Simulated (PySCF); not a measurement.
PySCF 2.14 output of an unrestricted PW91 calculation on a single atom or ion in aug-cc-pVDZ (7s6p4d2f, 59 functions), with no relativity, point nucleus:

```
SCF conv_tol = 1e-09
number electrons alpha = 10  beta = 9
    J. P. Perdew. In P. Ziesche and H. Eschrig, editors, Proceedings of the 75. WE-Heraeus-Seminar and 21st Annual International Symposium on Electronic Structure of Solids, 11. Berlin, 1991. Akademie Verlag.
    J. P. Perdew, J. A. Chevary, S. H. Vosko, K. A. Jackson, M. R. Pederson, D. J. Singh, and C. Fiolhais.,  Phys. Rev. B 46, 6671 (1992)
    J. P. Perdew, J. A. Chevary, S. H. Vosko, K. A. Jackson, M. R. Pederson, D. J. Singh, and C. Fiolhais.,  Phys. Rev. B 48, 4978 (1993)
    J. P. Perdew. In P. Ziesche and H. Eschrig, editors, Proceedings of the 75. WE-Heraeus-Seminar and 21st Annual International Symposium on Electronic Structure of Solids, 11. Berlin, 1991. Akademie Verlag.
    J. P. Perdew, J. A. Chevary, S. H. Vosko, K. A. Jackson, M. R. Pederson, D. J. Singh, and C. Fiolhais.,  Phys. Rev. B 46, 6671 (1992)
    J. P. Perdew, J. A. Chevary, S. H. Vosko, K. A. Jackson, M. R. Pederson, D. J. Singh, and C. Fiolhais.,  Phys. Rev. B 48, 4978 (1993)
cycle= 1 E= -759.909148933982  delta_E= -0.00372  |g|= 0.00715  |ddm|= 3.53
cycle= 2 E= -759.909167619549  delta_E= -1.87e-05  |g|= 0.00214  |ddm|= 0.236
cycle= 3 E= -759.909169356513  delta_E= -1.74e-06  |g|= 0.000414  |ddm|= 0.0843
cycle= 4 E= -759.909169424771  delta_E= -6.83e-08  |g|= 1.46e-05  |ddm|= 0.0136
cycle= 5 E= -759.909169424871  delta_E= -1e-10  |g|= 8.02e-07  |ddm|= 0.000424
converged SCF energy = -759.909169424871  <S^2> = 0.75031598  2S+1 = 2.000316
```

The run itself started from symmetry-adapted Hartree-Fock orbitals and held the occupation by maximum overlap, on a logarithmic radial grid, so the iterations belong to that start.

Question: Which element, charge and spin multiplicity is this?

Answer: Sc²⁺ (scandium, charge +2), multiplicity 2; the state was [Ar] 3d1, 2D determinant.
